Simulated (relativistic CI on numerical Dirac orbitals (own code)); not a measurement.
# Slater and spin-orbit integrals, Tm XXXVI

These numbers are calculated, not measured: Dirac-Coulomb-Breit CI, KLI orbitals optimised for each configuration, model QED (radiative potential, 1s self-energy scaled to tabulated hydrogen-like ionisation energies), unscaled Slater integrals (own radial code, finite nucleus).

Slater integrals F^k, G^k are unscaled and averaged over j, outside the closed core [Ar] 3d10; ζ comes from projecting the Hamiltonian with its Breit term on Σ l·s of the shell.

- 4s2 4p4: F^2(4p,4p) = 224510, ζ(4p) = 347290 cm⁻¹; <r>(4p) = 0.4555, <r^2>(4p) = 0.2347 (bohr units).
- 4s 4p5: G^1(4s,4p) = 293770, ζ(4p) = 347050 cm⁻¹; <r>(4s) = 0.4447, <r^2>(4s) = 0.2222, <r>(4p) = 0.4556, <r^2>(4p) = 0.2348 (bohr units).
- 4s2 4p3 4d: F^2(4p,4p) = 224460, ζ(4p) = 347810, F^2(4p,4d) = 220800, G^1(4p,4d) = 273570, G^3(4p,4d) = 175610, ζ(4d) = 43560 cm⁻¹; <r>(4p) = 0.4556, <r^2>(4p) = 0.2348, <r>(4d) = 0.4554, <r^2>(4d) = 0.237 (bohr units).

Averages of the first 10 configurations, taken without configuration mixing, which lowers the lowest level and can move excited configurations by several eV; other configurations of the list can lie among them:

```tsv
Configuration	Parity	States	Average energy above the lowest level (eV)
4s2 4p4	even	15	46.8
4s 4p5	odd	12	185.5
4s2 4p3 4d	odd	200	217.3
4p6	even	1	334.2
4s 4p4 4d	even	300	351.6
4s2 4p3 4f	even	280	385.5
4s 4p4 4f	odd	420	520.1
4p5 4d	odd	60	495.9
4s 4p3 4d2	odd	1800	520.6
4s2 4p2 4d 4f	odd	2100	556.6
```
